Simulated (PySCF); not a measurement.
Core-level binding energies of `C[S+](C)CO[SiH3]`

Compound: C3H11OSSi (charge +1).
Atom-mapped SMILES: `[CH3:1][S+:2]([CH3:3])[CH2:4][O:5][SiH3:6]`

Method: delta-SCF UKS SCAN, pcX-2 on the ionised atom, pcseg-1 elsewhere, spin-free X2C in PySCF. Vertical ΔSCF values, vacuum level as zero.

Question: List the computed XPS lines with their assignment.

Answer: 
```json
{"atom(s)": "S2", "bonded to": "3 C", "level": "S 1s", "binding energy (eV)": "2484.02", "2p1/2 (eV)": "–", "above the level's lowest (eV)": "0.00", "count": "1"}
{"atom(s)": "Si6", "bonded to": "O and 3 H", "level": "Si 1s", "binding energy (eV)": "1851.43", "2p1/2 (eV)": "–", "above the level's lowest (eV)": "0.00", "count": "1"}
{"atom(s)": "O5", "bonded to": "C and Si", "level": "O 1s", "binding energy (eV)": "542.91", "2p1/2 (eV)": "–", "above the level's lowest (eV)": "0.00", "count": "1"}
{"atom(s)": "C4", "bonded to": "O, S and 2 H", "level": "C 1s", "binding energy (eV)": "298.02", "2p1/2 (eV)": "–", "above the level's lowest (eV)": "+1.42", "count": "1"}
{"atom(s)": "C1/C3", "bonded to": "S and 3 H", "level": "C 1s", "binding energy (eV)": "296.60", "2p1/2 (eV)": "–", "above the level's lowest (eV)": "0.00", "count": "2"}
{"atom(s)": "Si6", "bonded to": "O and 3 H", "level": "Si 2p3/2", "binding energy (eV)": "111.55", "2p1/2 (eV)": "112.18", "above the level's lowest (eV)": "0.00", "count": "1"}
```

The listed C 1s values span 1.42 eV, from C1/C3 (bonded to S and 3 H) to C4 (bonded to O, S and 2 H).

Question: Which photon energy gives electrons from S 1s of S2 a kinetic energy of 200 eV, and what is their de Broglie wavelength?

Answer: hν = 2484.02 + 200 = 2684.02 eV, recoil neglected; λ = 12.264 Å/√(E/eV) = 0.87 Å.

Question: Which effective nuclear charge Zeff reproduces each element's mean 1s value in the hydrogen-like formula E = 13.606 eV × Zeff²?

Answer: C (Z = 6): mean 297.1 eV, Zeff = 4.67, Z − Zeff = 1.33; O (Z = 8): mean 542.9 eV, Zeff = 6.32, Z − Zeff = 1.68; Si (Z = 14): mean 1851.4 eV, Zeff = 11.67, Z − Zeff = 2.33; S (Z = 16): mean 2484.0 eV, Zeff = 13.51, Z − Zeff = 2.49. Means run over the listed sites, weighted by atom count.

Topologically equivalent atoms share the value of their first member; where this conformer doesn't relate them by symmetry, their own values could differ. Not every level is listed. Spin–orbit coupling isn't in the SCF: each 2p doublet comes from a relaxed spin-free hole plus a matrix of the shell (mean-field spin–orbit coupling and the ground-state 2p splitting), with 2p3/2 averaged over its two sublevels. 2p1/2 minus 2p3/2 (ligand field included): Si 0.63 eV. The species carries charge +1, so core ionisation leaves charge +2. Geometry: PBE0-D3(BJ)/def2-SVP, one conformer, isolated ion.

On an Arm Neoverse V1 with one thread, on a shared host, this took 96 s of wall time.

Conformer computed: `[CH3:1][S+:2]([CH3:3])[CH2:4][O:5][SiH3:6]`: C1–S2–C4–O5 -166°, S2–C4–O5–Si6 -96°.
